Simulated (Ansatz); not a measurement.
Cartesian coordinates (Å):
```xyz
7

O      0.2591    -0.3577     1.5775
C     -0.3256    -0.2403     0.3472
Si     0.3742     0.5243    -1.0408
H     -0.4047    -0.5756     2.2401
H     -1.3531    -0.5914     0.2793
H     -0.3445     0.3361    -2.3094
H      1.7946     0.9047    -1.0940
```
Charge +1, spin multiplicity 2.

Computed with frozen-core CCSD(T)/cc-pVTZ // B3LYP-D3(BJ)/def2-TZVP (Ansatz, a program for electronic structure). The geometry is that of the parent before the electron was removed.

HF energy: -403.71442 Ha
MP2 correlation energy: -0.48378 Ha

### Question
Estimate the CCSD correlation energy, the (T) correction, the total energy and the T1 diagnostic.

### Answer

The CCSD correlation energy is -0.51505 Ha. The (T) correction is -0.02018 Ha. The CCSD(T) total energy is -404.24964 Ha. The T1 diagnostic is 0.024.
